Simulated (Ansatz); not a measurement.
Geometry optimisation, RHF/def2-mTZVP (Ansatz).

input.yaml

```yaml
crystal:
  periodic: [false, false, false]
  atoms:
    - { symbol: C, position_ang: [-1.2389, 0.318, -1.1999] }
    - { symbol: B, position_ang: [-0.3386, -0.4498, -0.2298] }
    - { symbol: "N", position_ang: [-0.1258, -1.9276, -0.492] }
    - { symbol: C, position_ang: [0.4369, 0.2937, 1.0064] }
    - { symbol: "N", position_ang: [1.2318, 1.3499, 0.5192] }
    - { symbol: F, position_ang: [-0.6188, 0.8229, 1.8309] }
    - { symbol: H, position_ang: [-1.3343, 1.4253, -0.8881] }
    - { symbol: H, position_ang: [-2.2607, -0.0747, -1.2082] }
    - { symbol: H, position_ang: [-0.8719, 0.3374, -2.199] }
    - { symbol: H, position_ang: [0.9401, -2.0601, -0.5597] }
    - { symbol: H, position_ang: [-0.3955, -2.4402, 0.4057] }
    - { symbol: H, position_ang: [0.9773, -0.4475, 1.6074] }
    - { symbol: H, position_ang: [1.5551, 1.8843, 1.3595] }
    - { symbol: H, position_ang: [2.0303, 0.9391, 0.0766] }
basis:
  gaussian: { orbitals: def2-mTZVP }
hamiltonian:
  xc: hf
relax:
  f_tol: 0.015
  max_steps: 40
```

Run as:

```bash
$ ansatz run input.yaml --threads 2 --pin off --max-ram 3072MiB --backend cpu --events-out ev --progress --plain --runs-dir out
```

**Question.** Where does it end, and by what steps?

**Answer.** The forces met the threshold. The force dipped under the threshold on the way, but the program's further checks kept it going. After 28 steps the energy has fallen by 1.806 eV; H11 moved furthest, 1.21 Å.

| step | energy less start (eV) | largest force component (eV/Å) | accepted |
| --- | --- | --- | --- |
| 0 | 0.0000 | 3.253 | yes |
| 1 | -0.4978 | 0.981 | yes |
| 2 | -0.5775 | 0.412 | yes |
| 3 | -0.6602 | 0.969 | yes |
| 4 | -0.7674 | 1.667 | yes |
| 5 | -0.9844 | 1.439 | yes |
| 6 | -1.2409 | 1.169 | yes |
| 7 | -1.4877 | 1.094 | yes |
| 8 | -1.6599 | 0.761 | yes |
| 9 | -1.7444 | 0.595 | yes |
| 10 | -1.7627 | 0.667 | yes |
| 11 | -1.7712 | 0.240 | yes |
| 12 | -1.7769 | 0.120 | yes |
| 13 | -1.7666 | 0.558 | no |
| 14 | -1.7851 | 0.130 | yes |
| 15 | -1.7851 | 0.483 | yes |
| 16 | -1.7965 | 0.205 | yes |
| 17 | -1.7990 | 0.174 | yes |
| 18 | -1.8021 | 0.201 | yes |
| 19 | -1.8038 | 0.106 | yes |
| 20 | -1.8028 | 0.114 | no |
| 21 | -1.8041 | 0.197 | yes |
| 22 | -1.8052 | 0.065 | yes |
| 23 | -1.8058 | 0.020 | yes |
| 24 | -1.8059 | 0.023 | yes |
| 25 | -1.8060 | 0.016 | yes |
| 26 | -1.8060 | 0.013 | yes |
| 27 | -1.8061 | 0.018 | yes |
| 28 | -1.8062 | 0.014 | yes |

```xyz
14
Properties=species:S:1:pos:R:3
C -1.254 0.270 -1.108
B -0.294 -0.447 -0.076
N -0.061 -1.820 -0.127
C 0.460 0.408 1.057
N 1.408 1.325 0.530
F -0.515 1.105 1.774
H -2.104 0.697 -0.582
H -1.637 -0.395 -1.875
H -0.769 1.105 -1.608
H 0.505 -2.312 0.528
H -0.480 -2.417 -0.805
H 0.931 -0.221 1.805
H 2.297 1.330 0.977
H 1.501 1.343 -0.461
```

Run time: 61 s on 2 threads of Arm Neoverse V2 (shared host), peak memory 0.33 GiB.
